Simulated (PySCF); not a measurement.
trigermane (Ge3H8), SMILES [GeH3][GeH2][GeH3]. Geometry optimised at PBE0-D3(BJ)/def2-SVP.

### Question
Give the equilibrium geometry at PBE0-D3(BJ)/def2-SVP (PySCF confirms it by a frequency run) as a Z-matrix, and its point group. (Estimate from the structure and the level; the computed values follow.)

### Answer
point group C2.
```
Ge
H 1 1.5423
H 1 1.5423 2 107.86
Ge 1 2.4236 2 109.58 3 -119.24
H 4 1.5399 1 111.12 2 59.28
H 4 1.5401 5 108.73 1 121.02
H 4 1.5401 5 108.73 6 117.96
Ge 1 2.4236 2 109.59 3 119.23
H 8 1.5399 1 111.12 2 -58.88
H 8 1.5401 9 108.73 1 121.02
H 8 1.5401 9 108.73 10 117.96
```
